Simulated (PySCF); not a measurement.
C5H7FO, SMILES CO[C@]1(F)C=CC1.

The structure is a stationary point at B3LYP-D3(BJ)/def2-SVP. The structure was generated by enumeration; whether it is a known compound was not checked. Other conformers were not sampled.

These are PBE/def2-TZVP run with PySCF values and carry that method's errors.

Gas-phase values at a fixed geometry.

```
Property                                                                                                       Result
---------------------------------------------------------------------------------------------  ----------------------
total energy                                                                                       -369.45222 hartree
highest occupied level                                                                                       -6.09 eV
lowest empty level                                                                                           -1.41 eV
orbital gap                                                                                                   4.68 eV
dipole moment                                                                                                  2.75 D
quadrupole, principal values (traceless, Buckingham form, about the centre of nuclear charge)   -4.82, 1.38, 3.44 D·Å
mean static polarisability                                                                       62.4 bohr³ (9.24 Å³)
polarisability, principal values                                                               56.5, 61.8, 68.7 bohr³
```
